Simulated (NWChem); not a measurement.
**Basis-set convergence for AlBrF2**

SMILES: [F][Al]([Br])[F]
```xyz
4

Al     0.0000     0.0000     0.9525
F     -1.4295     0.0000     1.8018
F      1.4295     0.0000     1.8018
Br     0.0000     0.0000    -1.2804
```
Charge 0, spin multiplicity 1.

All runs are NWChem calculations. The geometry was optimised at PBE/def2-SVP, a minimum by its harmonic frequencies.

Quantity: dipole moment at the level PBE0.

The Hamiltonian is non-relativistic. The Pople sets run with spherical d functions. The structure started from a generated list of species.

```csv
basis,functions,dipole moment (D)
STO-3G,37,1.70
cc-pVDZ,73,___
def2-SVP,78,0.68
6-311G**,106,___
aug-pcseg-1,109,0.84
def2-SVPD,111,0.93
cc-pVTZ,137,0.78
pcseg-2,137,0.84
aug-cc-pVTZ,201,___
def2-QZVP,259,0.83
```

Task: Fill in the missing entries.

Result: 
- cc-pVDZ, dipole moment (D): 0.89
- 6-311G**, dipole moment (D): 0.63
- aug-cc-pVTZ, dipole moment (D): 0.86
